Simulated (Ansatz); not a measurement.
Basis sets compared for Zn3O3. Charge 0, multiplicity 1. Geometry r2SCAN-D4/def2-SVP. Ansatz on 4 threads of Arm Neoverse V2 on a shared host; times are rough, and most runs start from earlier orbitals.

Cartesian coordinates in Å:
```
Zn -1.152 -0.150 0.956
Zn 1.178 0.859 0.371
Zn -0.026 -0.709 -1.326
O 0.035 0.946 1.771
O 1.538 0.200 -1.276
O -1.573 -1.146 -0.495
```

The structure comes from a short search, and lower isomers may exist.

Binding counts from free atoms (Zn singlet, O triplet) in the same basis, without a counterpoise term.

| level | functions | energy (Eh) | HOMO (eV) | LUMO (eV) | binding per atom (eV) | wall time |
| --- | --- | --- | --- | --- | --- | --- |
| HF/def2-TZVP | 237 | -5558.0910 | -11.41 | 0.41 | 1.01 | 4.9 s |
| PBE-D4/def2-SVP | 135 | -5561.9151 | -5.66 | -3.04 | 2.76 | 1.6 s |
| PBE-D4/def2-TZVP (with forces) | 237 | -5562.9963 | -6.34 | -3.50 | 2.62 | 4 s |
| PBE0-D4/def2-SVP | 135 | -5561.9662 | -7.22 | -2.14 | 2.49 | 2.5 s |
| PBE0-D4/def2-TZVP | 237 | -5563.0198 | -7.78 | -2.55 | 2.41 | 8 s |

(1) Estimate the rows for HF/def2-TZVPD, PBE-D4/def2-TZVPD, PBE0-D4/def2-TZVPD.

Answers

(1) 
```json
{"level": "HF/def2-TZVPD", "functions": "273", "energy (Eh)": "-5558.0945", "HOMO (eV)": "-11.41", "LUMO (eV)": "0.21", "binding per atom (eV)": "1.02", "wall time": "7 s"}
{"level": "PBE-D4/def2-TZVPD", "functions": "273", "energy (Eh)": "-5563.0004", "HOMO (eV)": "-6.37", "LUMO (eV)": "-3.53", "binding per atom (eV)": "2.62", "wall time": "4.5 s"}
{"level": "PBE0-D4/def2-TZVPD", "functions": "273", "energy (Eh)": "-5563.0236", "HOMO (eV)": "-7.80", "LUMO (eV)": "-2.58", "binding per atom (eV)": "2.42", "wall time": "9 s"}
```
